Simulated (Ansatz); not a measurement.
A search over several starts for the lowest SCF solution of ZnTe2 at the given spin, in a small basis.

```yaml
crystal:
  periodic: [false, false, false]
  atoms:
    - {symbol: Zn, position_ang: [-1.518006, 0.266639, -0.395621]}
    - {symbol: Te, position_ang: [0.456804, -1.426907, 0.485462]}
    - {symbol: Te, position_ang: [1.061204, 1.160268, -0.089841]}
basis:
  gaussian: {orbitals: def2-SVP, initial_orbitals: start.molden}
magnetization: {spin_polarized: true, initial_magnetization: 2}
hamiltonian: {xc: pbe0, dispersion: d4}
output: {orbitals: {seedname: orbitals}}
```

The file start.molden holds the orbitals of an earlier run on this structure, at another level or in another basis.

```sh
$ ansatz run in.yaml --threads 4 --pin off --events-out ev --progress --plain --max-ram 3916MiB
```

It prints (some lines left out):

```
Functional definition: PBE0
968 factors; integrals over basis functions are off by at most 2.8e-4 eV
mean field evaluation 1: about -62993.2563 eV, gradient 2.8e1 eV
mean field evaluation 2: about -62993.6563 eV, gradient 6.0e-1 eV
mean field evaluation 4: about -62993.7462 eV, gradient 6.4e-3 eV
mean field evaluation 8: about -62993.7462 eV, gradient 4.2e-5 eV
mean field evaluation 16: about -62993.7460 eV, gradient 1.5e-1 eV
mean field evaluation 32: about -62993.5936 eV, gradient 2.0e0 eV
mean field -62993.74615885 eV, -2314.9774726431 hartree, gradient 1.5e-5 eV, S^2 2.005642; 4 other end points of the search recorded, 0 dependent functions left out
reference -62993.74618613 eV, -2314.9774736456 hartree; 40, 38 occupied and 43, 45 virtual orbitals, 968 factors
Total energy: -62993.86021725 eV, -2314.9816642120 hartree
```

Hardware: 4 threads of Arm Neoverse V1 on a shared host. Wall time 3.9 s.

In the def2 sets Te takes a core potential; there is no spin–orbit coupling. The structure comes from a short search, and lower isomers may exist.
